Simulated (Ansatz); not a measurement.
Stepwise reaction of `[O]=[Ta]([F])([F])[F]` with water, as a gas-phase model of exchange steps in deposition or etching. ΔE in kJ/mol; ΔG adds harmonic PBE0-D4 terms to CCSD(T)/CBS, at 1 bar.

Calculated with Ansatz (gas phase, PBE0-D4/def2-TZVP geometries, no zero-point term in ΔE). CCSD(T)/CBS adds triple-zeta CCSD(T) − MP2 to the extrapolated MP2 energy (def2 sets, frozen cores). This one scheme is used for every species. DFT in def2-TZVPP. B3LYP here is the variant with VWN-RPA as its local correlation; programs differ in this. def2 core potentials past Kr. For Ta outer-core shells are correlated without core-valence functions, which leaves a few kJ/mol of doubt a bond. One conformer a species, not always the lowest.

```csv
step,reaction,PBE-D4,B3LYP-D4,ωB97M-V,CCSD(T)/CBS,ΔG(600 K)
1,`[O]=[Ta]([F])([F])[F]` + H₂O → `[O]=[Ta]([OH])([F])[F]` + H–F,26.2,24.7,25.5,20.3,17.2
2,`[O]=[Ta]([OH])([F])[F]` + H₂O → `[O]=[Ta]([OH])([OH])[F]` + H–F,33.2,32.0,32.5,27.1,28.1
3,`[O]=[Ta]([OH])([OH])[F]` + H₂O → `[O]=[Ta]([OH])([OH])[OH]` + H–F,78.9,77.7,77.9,72.2,61.5
```

Question: By hand: ΔE of the 3 steps together at CCSD(T)/CBS.

Answer: (20.3) + (27.1) + (72.2) = 119.6 kJ/mol, or 39.9 kJ/mol a step.

In ΔE each step is higher than the one before. All are uphill at CCSD(T)/CBS. ΔG lies between 17.2 and 61.5 kJ/mol a step. PBE-D4 differs from CCSD(T)/CBS by 5.9 to 6.7 kJ/mol a step. Isolated molecules leave out the surface, adducts and barriers. Largest T1 diagnostic: 0.020.
